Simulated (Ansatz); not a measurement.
In₇As₆H₂₀, a cluster cut from zinc blende InAs (hydrogen-capped), relaxed as a doublet with UKS PBE-D4/def2-SVP in Ansatz, starting from the PBE-D4/def2-SVP geometry of the charge -1 singlet. Force threshold 0.03 eV/Å.

In the def2 sets In takes a core potential; there is no spin–orbit coupling. Single mean-field runs in def2-SVP are fitted with def2-universal-jkfit. The relaxation made no stability test and no search for a lower SCF solution.

Start:

```xyz
33

In    4.204    0.036    0.608
In   -4.080    2.808   -0.146
In   -0.193    0.778    2.533
In    0.754    1.932   -1.413
In    1.982   -2.097   -2.820
In   -1.780   -1.700   -0.493
In    1.674   -3.592    1.529
As   -1.474    3.379   -0.644
As    1.870    1.427    0.917
As    3.017   -2.188   -0.334
As   -3.736    0.136    0.180
As   -0.377   -1.795    1.733
As   -0.114   -0.468   -2.159
H     4.852   -0.247    2.211
H     5.091    0.861   -0.660
H    -4.923    3.007   -1.670
H    -4.548    3.521    1.377
H     0.230    0.909    4.225
H    -1.611    1.593    1.857
H     1.487    2.896   -2.676
H     3.023   -1.170   -3.884
H     1.295   -3.650   -3.254
H    -2.662   -3.053   -1.167
H     2.535   -3.567    3.055
H     0.974   -5.044    0.839
H    -1.010    4.210    0.552
H    -1.528    4.565   -1.618
H     2.249    2.854    1.333
H     4.232   -3.096   -0.568
H    -4.035   -0.130    1.655
H    -5.046   -0.478   -0.335
H    -1.424   -2.415    2.669
H    -0.931   -0.222   -3.432
```

(1) Estimate the energy that the relaxation releases and the steps that it takes.

(2) Does the start keep its bonding?

(3) Predict the relaxed structure.

Answers

(1) 38.3 kJ/mol, in 14 steps; 79 s on 2 threads of AMD EPYC 7R13 on a shared host and a share (18 GiB) of an NVIDIA H100 80GB HBM3. The force fell under the threshold at step 12, but the optimiser went on and released 0.003 eV more. No frequencies were taken in this run, so the end may be a saddle point.

(2) By distances, no bond broke or formed. The bond that changes most is In1–As10, from 2.69 to 2.81 Å (atoms count from 1).

(3) 
```xyz
33

In    3.9613   -0.0637    0.8968
In   -4.0695    2.7938   -0.1850
In   -0.2391    0.8398    2.7106
In    0.7523    1.9719   -1.4423
In    1.7958   -2.0449   -3.1074
In   -1.8127   -1.7143   -0.5251
In    1.7427   -3.2508    1.7186
As   -1.4503    3.3934   -0.6969
As    1.7489    1.4256    0.9555
As    2.9294   -2.2058   -0.5930
As   -3.7429    0.0956    0.1310
As   -0.4190   -1.6868    1.7335
As   -0.1629   -0.4249   -2.1795
H     4.5539   -0.5066    2.4621
H     4.9110    0.2358   -0.5571
H    -4.8589    2.9611   -1.7238
H    -4.4451    3.4424    1.3760
H     0.3547    0.8385    4.3410
H    -1.6495    1.6691    2.0769
H     1.6687    2.8348   -2.6437
H     2.9522   -1.1332   -4.0293
H     1.1607   -3.6361   -3.3948
H    -2.5205   -3.1775   -1.1464
H     2.7221   -3.1069    3.1399
H     1.4952   -4.6973    0.7370
H    -0.9502    4.2302    0.4784
H    -1.4956    4.5536   -1.6946
H     2.3143    2.7822    1.3866
H     4.1772   -3.0899   -0.6998
H    -4.0270   -0.2071    1.6006
H    -5.0347   -0.5310   -0.4008
H    -1.3382   -2.4561    2.6865
H    -1.0242   -0.1348   -3.4117
```
Bond lengths (bridged metal pairs left out): 16 × As–In 2.65 to 2.81 Å; 12 × H–In 1.73 to 1.77 Å; 8 × As–H 1.53 Å.
